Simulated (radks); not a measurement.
Task: All-electron atom: Pr3+ in [Xe] 4f2 (the NIST ground configuration). Calculated with a radial shooting solver on a logarithmic mesh with Libxc functionals: Dirac Kohn-Sham, LDA (Slater exchange, Perdew-Wang correlation), spin-unpolarised, spherical densities, finite nucleus; open shells are shared between the two j in proportion to 2j + 1; Fermi nuclear charge, rms radius 4.8919 fm. Some entries of the table are withheld. Estimate them.

orbital      occ.  eigenvalue (eV)  <1/r> (bohr^-1)  <r> (bohr)
1s1/2           2        -41762.15            64.63     0.02411
2s1/2           2        -6742.573            15.27      0.1027
2p1/2           2        -6377.214            15.26     0.08608
2p3/2           4        -5895.636            13.77     0.09239
3s1/2           2        -1478.892            5.517      0.2724
3p1/2           2              (1)            5.435      0.2620
3p3/2           4              (2)            5.062      0.2743
3d3/2           4              (3)            4.932      0.2454
3d5/2           6              (4)            4.838      0.2492
4s1/2           2        -318.0364            2.297      0.6217
4p1/2           2        -259.6504              (5)      0.6389
4p3/2           4        -238.8610              (6)      0.6668
4d3/2           4        -142.6911              (7)      0.7177
4d5/2           6        -139.0220              (8)      0.7275
5s1/2           2         -65.7453           0.9096       1.466
5p1/2           2         -49.3976              (9)       1.627
5p3/2           4         -46.2072             (10)       1.702
4f5/2    0.857143             (11)            1.296       1.006
4f7/2     1.14286             (12)            1.284       1.015

Result: 
(1) 3p1/2 eigenvalue (eV): -1323.079
(2) 3p3/2 eigenvalue (eV): -1227.735
(3) 3d3/2 eigenvalue (eV): -954.6450
(4) 3d5/2 eigenvalue (eV): -934.0780
(5) 4p1/2 <1/r> (bohr^-1): 2.194
(6) 4p3/2 <1/r> (bohr^-1): 2.069
(7) 4d3/2 <1/r> (bohr^-1): 1.852
(8) 4d5/2 <1/r> (bohr^-1): 1.821
(9) 5p1/2 <1/r> (bohr^-1): 0.8111
(10) 5p3/2 <1/r> (bohr^-1): 0.7689
(11) 4f5/2 eigenvalue (eV): -30.3343
(12) 4f7/2 eigenvalue (eV): -29.9313
